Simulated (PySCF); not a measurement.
Compound: C4H8F2O2Si.
Structure used (PBE0-D3(BJ)/def2-SVP), in Å, numbered top down from 1:
```
atom  x, y, z in Å
F1    -1.6915   -0.7906   -1.5725
C2    -1.2919   -1.4937   -0.4594
C3    -0.4126   -0.6223    0.4051
O4    -1.1614    0.4496    0.9450
Si5   -0.9615    1.8208   -0.0013
O6     0.3987    1.2830   -0.8227
C7     0.7732   -0.0024   -0.3820
C8     2.0084    0.1260    0.4899
F9     2.4300   -1.1238    0.8696
H10   -2.1881   -1.7964    0.1062
H11   -0.7428   -2.3938   -0.7852
H12   -0.0214   -1.2429    1.2296
H13   -2.0843    2.1081   -0.9285
H14   -0.6855    2.9960    0.8671
H15    1.0205   -0.6307   -1.2545
H16    2.8116    0.6320   -0.0691
H17    1.7749    0.7155    1.3941
```

All values: CAM-B3LYP/def2-SVPD (PySCF, non-relativistic), on one gas-phase PBE0-D3(BJ)/def2-SVP geometry that isn't relaxed in the solvent. The solvent is an IEF-PCM continuum (cavity from Bondi-type radii × 1.2), and excitations are vertical TDDFT with non-equilibrium linear response and a frozen core. Only the electrostatic response of the medium enters.

Gas-phase singlets (H = HOMO, L = LUMO):

| state | E (eV) | λ (nm) | f | leading configuration |
| --- | --- | --- | --- | --- |
| S1 | 7.162 | 173 | 0.001 | H-1→L 44% |
| S2 | 7.586 | 163 | 0.005 | H-1→L 47% |
| S3 | 8.035 | 154 | 0.007 | H→L+1 53% |
| S4 | 8.103 | 153 | 0.008 | H-1→L+1 66% |
| S5 | 8.490 | 146 | 0.026 | H→L+4 18% |

Question: What are the lowest 5 singlets in benzene (ε = 2.271)?

Answer: 
| state | E (eV) | λ (nm) | f | leading configuration | change by rank (eV) |
| --- | --- | --- | --- | --- | --- |
| S1 | 7.150 | 173 | 0.001 | H-1→L 50% | -0.012 |
| S2 | 7.587 | 163 | 0.007 | H→L 46% | +0.001 |
| S3 | 8.027 | 154 | 0.016 | H→L+1 53% | -0.008 |
| S4 | 8.086 | 153 | 0.010 | H-1→L+1 63% | -0.017 |
| S5 | 8.479 | 146 | 0.051 | H→L+3 33% | -0.011 |

Question: How do the frontier levels move from gas to benzene?

Answer: 
```tsv
orbital	gas (eV)	solvent (eV)	change (eV)	Löwdin shares, gas	Löwdin shares, solvent
LUMO+2	1.66	1.78	+0.12	Si5 26 %, H11 11 %, H14 10 %, C2 9 %	Si5 26 %, F9 11 %, H14 9 %, H13 8 %
LUMO+1	1.23	1.31	+0.08	Si5 21 %, C8 10 %, C2 9 %, O6 8 %	Si5 23 %, C8 9 %, O6 9 %, C2 8 %
LUMO	0.94	1.01	+0.07	Si5 34 %, O4 14 %, H14 12 %, O6 12 %	Si5 34 %, O4 15 %, O6 13 %, H14 12 %
HOMO	-9.81	-9.75	+0.06	O6 44 %, C7 11 %, Si5 9 %, C8 9 %	O6 43 %, C7 11 %, C8 10 %, Si5 9 %
HOMO-1	-9.89	-9.81	+0.08	O4 43 %, Si5 12 %, C3 10 %, C2 9 %	O4 42 %, Si5 13 %, C3 9 %, C2 9 %
HOMO-2	-10.66	-10.56	+0.10	C7 18 %, C3 16 %, O4 16 %, O6 12 %	C7 18 %, C3 16 %, O4 15 %, O6 11 %
HOMO-3	-11.42	-11.38	+0.04	O6 36 %, O4 31 %, F1 7 %, Si5 5 %	O6 33 %, O4 29 %, F1 10 %, C2 6 %
```

The HOMO–LUMO gap goes from 10.75 to 10.76 eV. Rows go by rank; for LUMO+2 the atom shares or the degeneracy differ between the runs, so the row needn't follow one orbital.

On one thread of an Arm Neoverse V2, no GPU, shared host, this took 78 s of wall time and 1.4 GiB of memory at its peak. This is the whole response run at CAM-B3LYP/def2-SVPD in benzene, SCF included.
